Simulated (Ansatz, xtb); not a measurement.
## C2H9BO: which of two structures lies lower

Structure a is a singlet given by its coordinates and structure b is `[BH3-][O+](C)C`, a singlet. Both are isolated molecules in the gas phase, relaxed with PBE0-D4/def2-SVP.

a (Å):

```yaml
atoms:
  - { symbol: C, position_ang: [0.0928, -2.1136, 1.0474] }
  - { symbol: C, position_ang: [1.9147, -0.3295, 2.0303] }
  - { symbol: B, position_ang: [1.4877, -1.3552, 0.8717] }
  - { symbol: O, position_ang: [1.1986, -0.3256, -0.5063] }
  - { symbol: H, position_ang: [-0.7455, -1.4444, 1.3189] }
  - { symbol: H, position_ang: [0.1840, -2.8361, 1.8765] }
  - { symbol: H, position_ang: [-0.2066, -2.6912, 0.1578] }
  - { symbol: H, position_ang: [2.4035, -2.0314, 0.4190] }
  - { symbol: H, position_ang: [2.8148, 0.2703, 1.8021] }
  - { symbol: H, position_ang: [2.1648, -0.9072, 2.9369] }
  - { symbol: H, position_ang: [1.1091, 0.3682, 2.3280] }
  - { symbol: H, position_ang: [0.5011, 0.2942, -0.2483] }
  - { symbol: H, position_ang: [1.9959, 0.2100, -0.6197] }
```

Close contacts (Å): C1–B3 1.60, C2–B3 1.61, B3–O4 1.74, C1–H5 1.11, C1–H6 1.10, C1–H7 1.10, C2–H9 1.11, C2–H10 1.10, C2–H11 1.11, B3–H8 1.23, O4–H12 0.97, O4–H13 0.97.

b (Å):

| atom | x (Å) | y (Å) | z (Å) |
| --- | --- | --- | --- |
| C | 2.5356 | -0.8803 | 1.2066 |
| C | 0.4763 | 0.1871 | 0.6724 |
| B | 0.4042 | -2.3096 | 1.2645 |
| O | 1.1280 | -0.8471 | 1.3965 |
| H | 0.5537 | -2.6130 | 0.0851 |
| H | 1.0272 | -3.0064 | 2.0472 |
| H | -0.7503 | -2.0851 | 1.5850 |
| H | 2.9571 | 0.0996 | 1.4746 |
| H | 2.7731 | -1.1304 | 0.1598 |
| H | 2.9259 | -1.6598 | 1.8692 |
| H | 0.9232 | 1.1538 | 0.9467 |
| H | -0.5799 | 0.1575 | 0.9598 |
| H | 0.5705 | 0.0110 | -0.4116 |

Task: Which of the two would you expect CCSD(T)/def2-SVP + ΔMP2/def2-TZVPP electronic energies to favour?

Result: Structure a; the calculation gives E(b) − E(a) = +1.363 eV.

The same difference at several levels:

```tsv
level	geometry	E(b) − E(a) (eV)	departure from the last row (eV)	job, with rough time for the two
GFN2-xTB	GFN2-xTB	−0.136	−1.499	optimisation, 0.12 s
HF/STO-3G	GFN2-xTB	+0.356	−1.007	single point, 0.2 s
r2SCAN-D4/def2-SVP	GFN2-xTB	+1.387	+0.024	single point, 1.6 s
PBE0-D4/def2-SVP	PBE0-D4/def2-SVP	+1.406	+0.043	optimisation, 20 s
HF/def2-SVP	PBE0-D4/def2-SVP	+1.214	−0.149	part of the CCSD(T) run
MP2/def2-SVP	PBE0-D4/def2-SVP	+1.435	+0.072	part of the CCSD(T) run
CCSD(T)/def2-SVP	PBE0-D4/def2-SVP	+1.314	−0.049	single point
CCSD(T)/def2-SVP + ΔMP2/def2-TZVPP	PBE0-D4/def2-SVP	+1.363		single point, 14 s
```

GFN2-xTB puts the two in the other order. The largest departure from CCSD(T)/def2-SVP + ΔMP2/def2-TZVPP is that of GFN2-xTB, 1.499 eV. The last row adds to CCSD(T) the change of the MP2 difference between the two basis sets, here +0.049 eV.

With harmonic frequencies from PBE0-D4/def2-SVP (ideal gas, rigid rotor, one conformer each, 298.15 K, 1 atm): on the last row, ΔE + ΔZPE = +1.377, ΔH = +1.357, ΔG = +1.397 eV.

The correlated steps freeze 4 core orbitals. Mirror images aren't counted in ΔG. Run with Ansatz 0.2.0, xtb 6.7.1; the last row on 2 threads of Intel(R) Xeon(R) 6975P-C (Granite Rapids) on a shared host.
